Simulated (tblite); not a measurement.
Species: C2H11NSi2.
SMILES with atom numbers: `[CH3:1][CH2:2][SiH2:3][SiH2:4][NH2:5]` (hydrogens: H6, H7, H8 on C1; H9, H10 on C2; H11, H12 on Si3; H13, H14 on Si4; H15, H16 on N5)

Structure optimised with GFN2-xTB, isolated species.

(1) List the bond lengths, angles and torsions at this level.

## Answers

(1) 
| bond | length (Å) |
| --- | --- |
| C1–C2 | 1.524 |
| C2–Si3 | 1.909 |
| Si3–Si4 | 2.307 |
| Si4–N5 | 1.730 |
| C1–H6, C1–H7, C1–H8 | 1.089 |
| C2–H9, C2–H10 | 1.092 |
| Si3–H11, Si3–H12 | 1.473 |
| Si4–H13 | 1.468 |
| Si4–H14 | 1.479 |
| N5–H15, N5–H16 | 1.008 |

Bonds in one row agree within 0.01 Å and their mean is given. A selection of angles:
| angle | degrees |
| --- | --- |
| C2–C1–H6 | 110.4 |
| C2–C1–H7 | 110.5 |
| H6–C1–H7 | 108.3 |
| C1–C2–Si3 | 112.3 |
| C1–C2–H9 | 108.9 |
| Si3–C2–H9 | 109.9 |
| H9–C2–H10 | 106.3 |
| C2–Si3–Si4 | 112.7 |
| C2–Si3–H11 | 106.3 |
| C2–Si3–H12 | 107.1 |
| Si4–Si3–H11 | 113.7 |
| Si4–Si3–H12 | 111.2 |
| H11–Si3–H12 | 105.4 |
| Si3–Si4–N5 | 107.6 |
| Si3–Si4–H13 | 115.9 |
| Si3–Si4–H14 | 111.8 |
| N5–Si4–H13 | 102.6 |
| N5–Si4–H14 | 113.4 |
| H13–Si4–H14 | 105.3 |
| Si4–N5–H15 | 119.1 |
| H15–N5–H16 | 109.2 |

Dihedral angles: C1–C2–Si3–Si4 54° (synclinal); C2–Si3–Si4–N5 28° (synperiplanar). The mirror-image conformer, all signs reversed, is as good.

Si3 (SiH2 silicon) is distorted tetrahedral (angles from 105.4° to 113.7°). Si4 (SiH2 silicon) is distorted tetrahedral (angles from 102.6° to 115.9°). Of the pairs four or more bonds apart, Si4···H6 is among the closest relative to their van der Waals radii: 3.24 Å, 98 % of the sum of Bondi's values. N5 (silicon-bound nitrogen) is pyramidal (angles 119.1°, 118.7° and 109.2°, sum 347.0°, 0.25 Å off the plane of its three neighbours).

Point group: C1 (no symmetry element, even within 0.4 Å). Its GFN2-xTB frequencies are all real (lowest 24 cm⁻¹). The numbers are those of one conformer (C1–C2–Si3–Si4 54°, C2–Si3–Si4–N5 28°, Si3–Si4–N5–H 48° and -175°). 3 starts were optimised and ended at 0.00, 0.54 and 1.57 kcal/mol (GFN2-xTB); the lowest of these is shown.

These are computed values.
